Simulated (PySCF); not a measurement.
Molfile (atoms numbered from 1):
```
C7H8NP
     RDKit          3D

 17 17  0  0  0  0  0  0  0  0999 V2000
    3.4305   -0.4240   -0.2244 C   0  0  0  0  0  0  0  0  0  0  0  0
    1.9608   -0.3026   -0.0221 C   0  0  0  0  0  0  0  0  0  0  0  0
    1.2625   -0.0504    1.4796 P   0  0  0  0  0  0  0  0  0  0  0  0
   -0.4973    0.0243    0.9563 C   0  0  0  0  0  0  0  0  0  0  0  0
   -1.1285    1.2441    0.7370 C   0  0  0  0  0  0  0  0  0  0  0  0
   -2.4517    1.2525    0.3297 C   0  0  0  0  0  0  0  0  0  0  0  0
   -3.0988    0.0360    0.1744 C   0  0  0  0  0  0  0  0  0  0  0  0
   -2.5135   -1.1289    0.3956 N   0  0  0  0  0  0  0  0  0  0  0  0
   -1.2517   -1.1334    0.7776 C   0  0  0  0  0  0  0  0  0  0  0  0
    3.6701   -1.3666   -0.7190 H   0  0  0  0  0  0  0  0  0  0  0  0
    3.7895    0.3797   -0.8699 H   0  0  0  0  0  0  0  0  0  0  0  0
    3.9644   -0.3758    0.7219 H   0  0  0  0  0  0  0  0  0  0  0  0
    1.3541   -0.3708   -0.9176 H   0  0  0  0  0  0  0  0  0  0  0  0
   -0.5849    2.1692    0.8745 H   0  0  0  0  0  0  0  0  0  0  0  0
   -2.9673    2.1813    0.1392 H   0  0  0  0  0  0  0  0  0  0  0  0
   -4.1328   -0.0136   -0.1410 H   0  0  0  0  0  0  0  0  0  0  0  0
   -0.8126   -2.1090    0.9478 H   0  0  0  0  0  0  0  0  0  0  0  0
  1  2  1  0
  2  3  2  0
  3  4  1  0
  4  5  1  0
  5  6  2  0
  6  7  1  0
  7  8  2  0
  8  9  1  0
  9  4  2  0
  1 10  1  0
  1 11  1  0
  1 12  1  0
  2 13  1  0
  5 14  1  0
  6 15  1  0
  7 16  1  0
  9 17  1  0
M  END
```

Calculated, not measured (PySCF 2.14): σ from GIAO-PBE0/pcSseg-1, geometry from GFN2-xTB. Single conformer, non-relativistic, one averaged value for each set of equivalent atoms, no solvent model.

Scale: ¹³C (σ = 186.93 ppm) and ¹H (σ = 31.72 ppm) vs TMS; ³¹P (σ = 318.38 ppm) vs H3PO4; ¹⁵N (σ = 267.73 ppm) vs NH3 (reference shieldings calculated alike).

```json
{"atoms": "P3", "nucleus": "³¹P", "count": "1", "δ (ppm)": "?"}
{"atoms": "H10/H11/H12", "nucleus": "¹H", "count": "3", "δ (ppm)": "2.55"}
{"atoms": "C5", "nucleus": "¹³C", "count": "1", "δ (ppm)": "?"}
{"atoms": "C9", "nucleus": "¹³C", "count": "1", "δ (ppm)": "156.9"}
{"atoms": "H14", "nucleus": "¹H", "count": "1", "δ (ppm)": "?"}
{"atoms": "N8", "nucleus": "¹⁵N", "count": "1", "δ (ppm)": "361.1"}
{"atoms": "C4", "nucleus": "¹³C", "count": "1", "δ (ppm)": "148.2"}
{"atoms": "C2", "nucleus": "¹³C", "count": "1", "δ (ppm)": "?"}
{"atoms": "H17", "nucleus": "¹H", "count": "1", "δ (ppm)": "8.89"}
{"atoms": "C7", "nucleus": "¹³C", "count": "1", "δ (ppm)": "154.8"}
{"atoms": "H16", "nucleus": "¹H", "count": "1", "δ (ppm)": "8.88"}
{"atoms": "H13", "nucleus": "¹H", "count": "1", "δ (ppm)": "9.16"}
{"atoms": "C6", "nucleus": "¹³C", "count": "1", "δ (ppm)": "127.2"}
{"atoms": "H15", "nucleus": "¹H", "count": "1", "δ (ppm)": "?"}
{"atoms": "C1", "nucleus": "¹³C", "count": "1", "δ (ppm)": "26.5"}
```

Problem. Fill in the missing shifts.

Solution. 
- C2: 216.7 ppm, carbon double-bonded to a heavier main-group atom
- C5: 144.1 ppm, aromatic CH
- H14: 7.88 ppm, hydrogen on an aromatic CH; ring-current deshielding
- H15: 7.33 ppm, hydrogen on an aromatic CH; it sits in the deshielding region of the aromatic ring current
- P3: 276.1 ppm, phosphorus bonded to 2 C

Shifts are as computed. Against solution values, carbons near 30 ppm lie about +3 ppm off and those near 130 ppm about +5 ppm. Of 1211 compounds with measured shifts, 218 miss one by over three times the rms of a fit or turn the order of signals round; such compounds aren't used in these exercises. Experimental scales use liquid or dissolved standards, which lie at an offset from isolated NH3 (liquid NH3: subtract about 20 ppm) and H3PO4. Unscaled 15N shifts of sp2 nitrogen come out 20 to 40 ppm too high even then.
